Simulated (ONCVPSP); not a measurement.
# Before and after: ONCV potential for Rb

ONCVPSP 4.0.1 input, shortened (lines: element, Z, core and valence counts, functional; n l f; lmax; l rc ep ncon nbas qcut; lloc lpopt rc5 dvloc0; l nproj debl; icmod fcfact rcfact), PBEsol, scalar-relativistic:

```
  Rb 37.00    6    3  -116133      upf
    1    0    2.00
    2    0    2.00
    2    1    6.00
    3    0    2.00
    3    1    6.00
    3    2   10.00
    4    0    2.00
    4    1    6.00
    5    1    1.00
    2
    0    2.40    0.00    3    6    6.30
    1    3.30    0.00    3    6    4.30
    2    2.65    0.43    3    7    3.70
    4    4    2.20    3.00
    0    2    1.80
    1    2    1.40
    2    2    3.70
    3    4.25    1.60
```

Change: s: qcut 8.1.

Cutoffs: the cutoffs (Ha) at which the residual kinetic energy of the hardest occupied pseudo-wave falls to 1 and 0.1 mHa per electron; they do not see the model core or the augmentation charge, which bear on the density cutoff. Errors are all-electron minus pseudo energies relative to the spin-unpolarised reference configuration.

How do hardness, ghosts and transferability respond?

The potential gets harder (9.7 Ha and 12 Ha → 11 Ha and 13 Ha); the errors of the 4 common tests hardly move; neither file shows a bound ghost. The waves are optimised to have the least kinetic energy above qcut, so the cutoff follows it (qcut²/2 in Ha).

| quantity | base | changed |
| --- | --- | --- |
| cutoff, loose | 9.7 Ha | 11 Ha |
| cutoff, tight | 12 Ha | 13 Ha |
| loose cutoff by channel | s 9.7 Ha, p 5.7 Ha | s 11 Ha, p 5.7 Ha |
| bound ghosts | none | none |
| GHOST(+) flags under 300 eV | none | none |
| error for 4s2 4p6 5s1 5p0, meV [ΔE -1.49 eV] | -0.3 | -0.5 |
| error for 4s2 4p6 5p0, meV [ΔE 2.58 eV] | -0.2 | -0.2 |
| error for 4s2 4p6 5s0.5 5p0, meV [ΔE 0.07 eV] | 0.0 | -0.2 |
| error for 4s2 4p6 4d1 5p0, meV [ΔE 0.72 eV] | -17 | -17 |
| s: phases at 2.43 bohr within 0.05 rad from the reference energy up to (Ha; the scan ends near 5) | 4.3 | 4.4 |
| p: phases at 3.34 bohr within 0.05 rad from the reference energy up to (Ha; the scan ends near 5) | 2.2 | 2.2 |
| d: phases at 2.70 bohr within 0.05 rad from the reference energy up to (Ha; the scan ends near 5) | 1.3 | 1.3 |
| rms error of d²Exc/dni dnj with the model core, mHa | 2.85 | 2.76 |

Base: The cutoffs count occupied waves only; projector 2 of the d channel, the hardest unoccupied one, needs 35 Ha at the loose tolerance. Changed file: The cutoffs count occupied waves only; projector 2 of the d channel, the hardest unoccupied one, needs 35 Ha at the loose tolerance.
